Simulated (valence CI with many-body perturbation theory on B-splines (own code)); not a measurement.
# Sb XX: magnetic and hyperfine properties of the levels

Calculated by valence CI with perturbative core correlation (CI+MBPT): four valence electrons over a frozen Dirac-Fock core [Ar] 3d10, a basis of 11 s, 11 p, 10 d, 8 f, 5 g, 2 h functions for each j, with the one-electron correlation potential Σ1, the two-electron term Σ2, the three-electron term Σ3, Breit, model QED; selected CI, second order for the rest, scaled by the run's own slope (own B-spline code, finite nucleus).

No measured spectrum was set against this ion. As an estimate, levels hold to about 250 cm⁻¹ or 0.2 % of their energy and the worst to 1 %, as in measured heavy ions of charge 2 to 7; those with d or f electrons hold less well. Among the levels kept, up to 540 cm⁻¹ of a level comes from second order outside the variational space, and about a tenth of that is noise between levels of different J, which matters for small intervals.

A/g_I is the dipole constant over the nuclear g factor μ/I (μ in nuclear magnetons, uniformly magnetised nucleus), B/Q the quadrupole constant per barn. Both hold the static response of the core; the bare values leave it out. Large factors of s and p1/2 electrons are usually good to 5 to 10 %; those of open d and f shells near neutrality can be off by tens of per cent, and small factors of p3/2, d and f electrons come from cancelling terms and can be off by a factor of two or in sign, in half-filled shells by more. B is blank for J = 1/2, where it vanishes, and for nearly pure S terms. Energies count from the lowest level. Levels with J = 0 are left out.

Levels are named by their leading jj configuration (3d3/2^4 stands for four electrons in 3d with j = 3/2), which in mixed levels can hold well under half, so a name can repeat and another be missing. Letters in brackets count levels of one name in rising energy.

```csv
Level,E (cm⁻¹),g,A/g_I (MHz),A/g_I bare,B/Q (MHz/b),B/Q bare
(4s^2 4p1/2 4p3/2) J=1,77592,1.500,-3080,-3100,10600,10000
(4s^2 4p1/2 4p3/2) J=2,95021,1.241,24900,23500,10800,10200
(4s^2 4p3/2^2) J=2,186340,1.257,12300,11700,10400,9780
(4s 4p1/2^2 4p3/2) J=2,414950,1.840,61900,58800,6890,6500
(4s 4p1/2^2 4p3/2) J=1,482030,0.819,-34000,-32300,18500,17400
(4s 4p1/2 4p3/2^2) J=2 [a],504160,1.363,44800,42600,22300,21100
(4s 4p1/2 4p3/2^2) J=3,530680,1.332,55800,53100,-1430,-1320
(4s 4p1/2 4p3/2^2) J=1 [a],579410,1.294,57400,54600,-19600,-18500
(4s 4p1/2 4p3/2^2) J=2 [b],585840,1.199,13000,12300,-18700,-17700
(4s 4p1/2 4p3/2^2) J=1 [b],629250,1.546,10700,10200,2110,1990
(4s 4p3/2^3) J=2,655700,1.235,52700,50100,-13200,-12500
(4s^2 4p1/2 4d3/2) J=2,698070,0.732,20100,19200,10600,9990
(4s 4p3/2^3) J=1,730380,1.328,-28900,-27500,-1160,-1080
(4s^2 4p1/2 4d5/2) J=3,733240,1.098,12600,12100,10000,9430
(4s^2 4p1/2 4d5/2) J=2,756580,1.273,-2680,-2400,2480,2320
(4s^2 4p1/2 4d3/2) J=1,765340,0.832,-13800,-13000,2260,2130
(4s^2 4p3/2 4d5/2) J=4,801530,1.249,5510,5280,25600,24200
(4s^2 4p3/2 4d3/2) J=2,825840,1.047,4860,4600,-2940,-2790
(4s^2 4p3/2 4d3/2) J=3,842700,1.258,8970,8580,-586,-536
(4s^2 4p3/2 4d3/2) J=1,843500,1.205,5940,5770,-10400,-9780
(4s^2 4p3/2 4d5/2) J=2,855070,1.304,9630,9270,-14300,-13500
(4s^2 4p3/2 4d5/2) J=3,899020,1.058,7120,6840,17700,16700
(4s^2 4p3/2 4d5/2) J=1,912690,0.968,-3160,-2800,3230,3040
(4p1/2^2 4p3/2^2) J=2,947540,1.359,12900,12400,1090,1030
(4s 4p1/2^2 4d3/2) J=1,1019900,0.369,-38000,-36000,658,609
(4s 4p1/2^2 4d3/2) J=2,1031400,1.139,22200,21300,4490,4220
(4p1/2 4p3/2^3) J=1,1034800,1.321,-5110,-4720,-7920,-7480
(4p1/2 4p3/2^3) J=2,1044700,1.133,25800,24600,-21800,-20600
(4s 4p1/2^2 4d5/2) J=3,1053400,1.354,29000,27700,9890,9290
(4s 4p1/2 4p3/2 4d3/2) J=1 [a],1091100,1.357,30900,29500,-11900,-11200
(4s 4p1/2 4p3/2 4d3/2) J=2 [a],1092000,1.223,22400,21400,-11900,-11200
(4s 4p1/2 4p3/2 4d5/2) J=4 [a],1095400,1.370,25800,24600,15400,14500
(4s 4p1/2 4p3/2 4d3/2) J=3 [a],1096400,1.285,34800,33100,-10600,-10000
(4s 4p1/2 4p3/2 4d5/2) J=2 [a],1111400,0.885,-3070,-2790,-2070,-1940
```

**Question.** Take the isotope of mass number 121, with I = 5/2, μ = 3.358 μN and Q = -0.543 b. What is the hyperfine structure of (4s 4p1/2 4p3/2^2) J=2 [a]?

**Answer.** From the table A = 60200 MHz, B = -12100 MHz. Shifts from the centre of gravity in MHz: F = 1/2: -430000, F = 3/2: -334000, F = 5/2: -178000, F = 7/2: 35200, F = 9/2: 298000.
